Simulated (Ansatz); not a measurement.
Consider the redistribution: `[NH2][Cd][OH]` + `[CH3][Sc]([F])[Cl]` → `[CH3][Cd][NH2]` + `[OH][Sc]([F])[Cl]`.

Calculated with Ansatz (gas phase, PBE0-D4/def2-TZVP geometries, no zero-point term in ΔE). CCSD(T)/CBS adds triple-zeta CCSD(T) − MP2 to the extrapolated MP2 energy (def2 sets, frozen cores). Functionals use def2-TZVPP. B3LYP here is the variant with VWN-RPA as its local correlation; programs differ in this. def2 core potentials past Kr. For Cd, Sc outer-core shells are correlated without core-valence functions, which leaves a few kJ/mol of doubt a bond. Scalar relativity is left out up to krypton. Each species was taken in one conformer, which may not be the lowest.

`[NH2][Cd][OH]`:

Cartesian coordinates in Å:
```
N -0.331 -1.458 0.617
Cd 0.139 0.224 -0.359
O 0.659 1.710 -1.532
H -1.295 -1.456 0.932
H 0.239 -1.586 1.446
H 0.589 2.566 -1.104
```

`[CH3][Sc]([F])[Cl]`:

Z-matrix (Å, degrees):
```
C
Sc 1 2.156
H 1 1.097 2 111.3
H 1 1.096 2 113.5 3 122.2
H 1 1.099 2 110.2 3 -117.8
F 2 1.831 1 115.8 3 -144.0
Cl 2 2.307 1 118.1 3 37.8
```

`[CH3][Cd][NH2]`:

Cartesian coordinates in Å:
```
C -1.712 -0.460 -0.018
Cd 0.313 0.071 0.050
N 2.265 0.537 0.268
H -1.819 -1.545 0.032
H -2.168 -0.107 -0.944
H -2.246 -0.020 0.825
H 2.479 1.515 0.117
H 2.889 0.009 -0.330
```

`[OH][Sc]([F])[Cl]`:

Cartesian coordinates in Å:
```
O -0.437 0.767 0.995
Sc 0.118 -0.351 -0.354
F -0.619 -2.028 -0.463
Cl 1.707 0.316 -1.894
H -0.768 1.296 1.716
```

Q: Is it downhill or uphill in electronic energy at CCSD(T)/CBS, and by how much? (Estimate.)

A: Computed: Downhill: ΔE = -40.5 kcal/mol.

Q: What do these levels give: r2SCAN-D4, B3LYP-D4, BHLYP-D4, SCS-MP2/def2-TZVPP, HF/CBS(def2), CCSD/CBS(def2)? (An estimate is asked.)

A: Ansatz gave: r2SCAN-D4 -40.6, B3LYP-D4 -41.4, BHLYP-D4 -42.1, SCS-MP2/def2-TZVPP -43.4, HF/CBS(def2) -40.1, CCSD/CBS(def2) -40.2 kcal/mol.

Largest T1 diagnostic among the species: 0.016.

From PBE to PBE0 (25 % exact exchange), in def2-TZVPP and without D4, ΔE moves by −0.8 kcal/mol. In def2-TZVPP, CCSD(T) changes the Hartree–Fock value by −1.5 kcal/mol (the triples alone add −0.3 kcal/mol) and MP2 by −3.6 kcal/mol.
